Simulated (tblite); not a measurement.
Species: C₄H₉AlO.
Atom-mapped SMILES: `[CH3:1]/[CH:2]=[CH:3]/[CH2:4][O:5][AlH2:6]` (hydrogens: H7, H8, H9 on C1; H10 on C2; H11 on C3; H12, H13 on C4; H14, H15 on Al6)

Computed with GFN2-xTB (tblite), gas phase: L-BFGS steps from a force-field or distance-geometry start until the largest atomic force falls under 0.01 eV/Å.

The end geometry, which sets the zero of energy:
```
atom  x, y, z in Å
C1     -2.4586    0.3741   -0.4077
C2     -0.9906    0.1368   -0.2994
C3     -0.4143   -1.0516   -0.3170
C4      1.0627   -1.3067   -0.2054
O5      1.8258   -0.1430   -0.1051
Al6     2.5102    1.3444    0.0051
H7     -2.6721    1.0288   -1.2518
H8     -3.0000   -0.5595   -0.5396
H9     -2.8242    0.8684    0.4918
H10    -0.3777    1.0277   -0.1948
H11    -1.0000   -1.9559   -0.4154
H12     1.2486   -1.9324    0.6802
H13     1.3922   -1.8737   -1.0880
H14     4.0127    1.4706   -0.2613
H15     1.6810    2.5801    0.3810
```

Question: These geometries come from the run, each turned onto the end geometry. Order them by energy, lowest first.
A.
```
atom  x, y, z in Å
C1     -2.5920    0.2092   -0.4288
C2     -1.1143    0.2155   -0.2661
C3     -0.4234   -0.9017   -0.3527
C4      1.0357   -1.1477   -0.1761
O5      1.8364   -0.0026   -0.1825
Al6     2.7913    1.3259   -0.0295
H7     -2.8539    0.9274   -1.1994
H8     -2.9728   -0.7840   -0.6778
H9     -3.0554    0.5463    0.4949
H10    -0.6697    1.1842   -0.0890
H11    -0.9669   -1.8091   -0.5567
H12     1.1776   -1.6686    0.7837
H13     1.3740   -1.8210   -0.9741
H14     4.2869    1.1221   -0.3409
H15     2.1421    2.6122    0.4675
```
B.
```
atom  x, y, z in Å
C1     -2.4620    0.3719   -0.4125
C2     -0.9978    0.1314   -0.2673
C3     -0.4120   -1.0505   -0.3398
C4      1.0603   -1.3042   -0.1723
O5      1.8201   -0.1381   -0.0776
Al6     2.5196    1.3448   -0.0252
H7     -2.6496    1.0849   -1.2145
H8     -2.9949   -0.5509   -0.6267
H9     -2.8624    0.8023    0.5051
H10    -0.3948    1.0159   -0.0849
H11    -0.9857   -1.9492   -0.5228
H12     1.2136   -1.9062    0.7361
H13     1.4250   -1.8946   -1.0242
H14     4.0107    1.4644   -0.3654
H15     1.7057    2.5861    0.3647
```
C.
```
atom  x, y, z in Å
C1     -2.7329    0.1125   -0.4522
C2     -1.2528    0.2553   -0.2620
C3     -0.4640   -0.8036   -0.3331
C4      1.0152   -0.9890   -0.1696
O5      1.8406    0.1387   -0.1167
Al6     3.0335    1.2584   -0.0065
H7     -3.1121    0.7777   -1.2276
H8     -2.9505   -0.9112   -0.7480
H9     -3.2861    0.3225    0.4644
H10    -0.8637    1.2460   -0.0733
H11    -0.9275   -1.7678   -0.5049
H12     1.1666   -1.5546    0.7592
H13     1.3597   -1.6227   -0.9969
H14     4.4932    0.8787   -0.3454
H15     2.6765    2.6674    0.4852
```
D.
```
atom  x, y, z in Å
C1     -2.8121    0.0267   -0.4695
C2     -1.3383    0.1636   -0.3044
C3     -0.4668   -0.8273   -0.3244
C4      1.0152   -0.7992   -0.1426
O5      1.6619    0.4407    0.0445
Al6     3.0789    1.2925    0.0768
H7     -3.1889    0.7500   -1.1835
H8     -3.1056   -0.9572   -0.8092
H9     -3.3446    0.2156    0.4584
H10    -0.9902    1.1705   -0.1601
H11    -0.7909   -1.8450   -0.4770
H12     1.2377   -1.4657    0.6983
H13     1.4884   -1.2936   -0.9968
H14     4.2592    0.3732   -0.3854
H15     3.2915    2.7633    0.4475
```
E.
```
atom  x, y, z in Å
C1     -2.4814    0.3575   -0.4089
C2     -1.0123    0.1281   -0.2883
C3     -0.4178   -1.0479   -0.3740
C4      1.0532   -1.2865   -0.1782
O5      1.8112   -0.1127   -0.1601
Al6     2.5445    1.3500   -0.0354
H7     -2.7037    1.0707   -1.2026
H8     -3.0094   -0.5687   -0.6209
H9     -2.8586    0.7660    0.5298
H10    -0.4194    1.0153   -0.0886
H11    -0.9823   -1.9452   -0.5851
H12     1.2078   -1.8050    0.7794
H13     1.4293   -1.9488   -0.9672
H14     4.0457    1.4228   -0.3371
H15     1.7890    2.6126    0.4099
```

Answer: B (0.003 eV), E (0.016 eV), A (0.112 eV), C (0.191 eV), D (0.432 eV).

In the order of the answer:

```csv
step,E above end (eV),largest force (eV/Å),rms force component (eV/Å),rms distance from end (Å),rms bond change (Å),bond most changed (Å)
65,0.003,0.04,0.010,0.068,0.001,Al6–H14 +0.003
49,0.016,0.10,0.036,0.101,0.001,C4–H13 -0.003
40,0.112,0.40,0.124,0.281,0.006,C3–C4 -0.013
33,0.191,0.16,0.056,0.508,0.005,Al6–H14 +0.015
14,0.432,0.41,0.151,0.714,0.012,Al6–H14 +0.035
```

What follows is the cost of the whole relaxation. Time: 1.6 s of wall time. Hardware: one thread, Intel Xeon at 2.70 GHz (x86_64), no GPU, shared host.
